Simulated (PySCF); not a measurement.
Basis and Hamiltonian dependence of the ionisation energy of Zn⁺

Zn⁺ [Ar] 3d10 4s1 (2S) → Zn²⁺ [Ar] 3d10 (1S). Calculated with PySCF 2.14 from differences of total energies of unrestricted determinants, without spin-orbit coupling. Values in eV.

```
                                                                               basis       Hamiltonian  functions     UHF     LDA    PBE0  MP2 (valence)  CCSD(T) (valence)  CCSD(T) (valence and next inner shell)
                                                                          x2c-SVPall     spin-free X2C         36  16.838     n/a     n/a         17.287             17.272                                     n/a
                                                               Sapporo-DKH3-DZP-2012     spin-free X2C         40  17.001     n/a  18.371         17.769             17.721                                     n/a
                                                                          cc-pVDZ-DK     spin-free X2C         43  16.855     n/a     n/a         17.665             17.616                                     n/a
                                                                         x2c-TZVPall     spin-free X2C         48  16.877     n/a     n/a         17.616             17.580                                     n/a
                                                                             pcseg-2  non-relativistic         56  16.576     n/a     n/a         17.502                n/a                                     n/a
                                                            cc-pVTZ-PP with ECP10MDF               ECP         63  16.839     n/a  18.277         17.727                n/a                                     n/a
                                                                        x2c-TZVPPall     spin-free X2C         64  16.877  19.059  18.356         17.785             17.737                                  17.768
                                                      aug-cc-pwCVDZ-PP with ECP10MDF               ECP         70  16.879  19.034  18.302         17.800             17.754                                  17.796
                                                                        x2c-QZVPPall     spin-free X2C        108  16.857  19.022  18.329         17.902                n/a                                     n/a
aug-cc-pVTZ-PP with one added diffuse shell each of s, p, d, f, g type with ECP10MDF               ECP        113  16.851  19.021  18.289         17.900                n/a                                     n/a
                                                      aug-cc-pwCVTZ-PP with ECP10MDF               ECP        122  16.864  19.028  18.296         17.903                n/a                                     n/a
                                                                    aug-cc-pwCVTZ-DK     spin-free X2C        127  16.857  19.028  18.332         17.914                n/a                                     n/a
                                                        aug-cc-pVQZ-PP with ECP10MDF               ECP        135  16.851  19.016  18.286         17.920                n/a                                     n/a
            aug-cc-pwCVTZ-DK with one added diffuse shell each of s, p, d, f, g type     spin-free X2C        152  16.857     n/a     n/a            n/a                n/a                                     n/a
```

Frozen in the all-electron rows: valence: [Ar]; valence and next inner shell: [Ne]; with a core potential, the same shells as far as they lie outside it.

Non-relativistic rows lack the scalar-relativistic shift.

Reference for a calculation without spin-orbit coupling: 17.964 eV (measured, between term centres; NIST).
